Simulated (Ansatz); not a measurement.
`N[Si](N)(N)Cl` + H–F → `N[Si](N)(N)F` + HCl  (ligand exchange at the Si–Cl bond)

Computed with Ansatz on PBE0-D4/def2-TZVP structures; ΔE is electronic, products minus reactants. CBS: MP2 limit from def2 TZ/QZ plus the TZ coupled-cluster correction, frozen cores. This one scheme is used for every species. DFT in def2-TZVPP. HSE06 is defined as in plane-wave codes. One conformer a species, not always the lowest.

`N[Si](N)(N)Cl`:

```xyz
11

N     0.840   -0.253    1.378
Si    0.142    0.195   -0.107
N     0.145   -1.130   -1.174
N    -1.447    0.746    0.144
Cl    1.264    1.739   -0.953
H     1.303    0.416    1.970
H     1.234   -1.175    1.464
H     0.924   -1.320   -1.781
H    -0.729   -1.432   -1.569
H    -1.802    0.785    1.085
H    -1.875    1.429   -0.456
```

H–F:

```xyz
2

F     0.214   -0.353   -0.203
H    -0.214    0.353    0.203
```

`N[Si](N)(N)F`:

Z-matrix (Å, degrees):
```
Si
N 1 1.698
N 1 1.698 2 110.6
N 1 1.699 2 110.1 3 122.4
F 1 1.608 2 108.6 3 -118.7
H 2 1.004 1 120.4 3 -120.3
H 2 1.005 1 123.3 3 82.1
H 3 1.005 1 123.2 2 -153.9
H 3 1.004 1 120.4 2 3.1
H 4 1.005 1 123.1 2 82.0
H 4 1.004 1 120.2 2 -122.1
```

HCl:

Cartesian coordinates in Å:
```
Cl -0.038 0.617 0.164
H 0.038 -0.617 -0.164
```

```csv
species,HSE06 energy (Eh)
`N[Si](N)(N)Cl`,-917.34195
H–F,-100.38998
`N[Si](N)(N)F`,-557.09142
HCl,-460.65753
```

**Question.** Work out ΔE.

**Answer.** ΔE = (-557.09142) + (-460.65753) − (-917.34195) − (-100.38998) = -0.01702 Eh = -44.7 kJ/mol. CCSD(T)/CBS gives -47.5 kJ/mol.

Largest T1 diagnostic among the species: 0.010.

The D4 term adds +7.5 kJ/mol with B3LYP and +4.1 kJ/mol with PBE0; it sums over pairs of atoms, weighted by their polarisabilities, and B3LYP, whose exchange is more repulsive, gets the larger term. Leaving LDA and LC-ωPBE aside and taking each functional with its dispersion term where it has one, the values, not all of them listed here, spread over 21.9 kJ/mol, from CAM-B3LYP-D4 to revPBE-D4. At CCSD(T), def2-SVP lies −4.0 kJ/mol from the extrapolated value and def2-TZVPP −4.2 kJ/mol.

B3LYP here is the variant with VWN-RPA as its local correlation; programs differ in this.
